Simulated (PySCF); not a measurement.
C10H7FS, SMILES c1(F)cc(-c2ccccc2)sc1.

Geometry optimised at B3LYP-D3(BJ)/def2-SVP. One conformer was computed; it need not be the lowest.

Two levels are set side by side: PBE/def2-SVP (PySCF) and HF/def2-SVP (PySCF). Same geometry, gas phase. Differences are taken from unrounded values.

```
quantity                        HF    PBE  PBE minus HF
---------------------------  -----  -----  ------------
orbital gap (eV)             10.13   3.28         -6.85
highest occupied level (eV)  -8.20  -5.36          2.84
lowest empty level (eV)       1.93  -2.08         -4.01
dipole moment (D)             1.95   1.18         -0.78
mean polarisability (bohr³)  115.8  126.4          10.6
```

Without exact exchange PBE keeps part of each electron's self-repulsion, which lifts occupied levels and narrows the gap. PBE's more diffuse valence density responds more strongly to a field. Differences between two approximate levels are no errors against the true value.

Rough cost on one machine, each run with all the roots and properties that it gave: HF against PBE about 1/3.
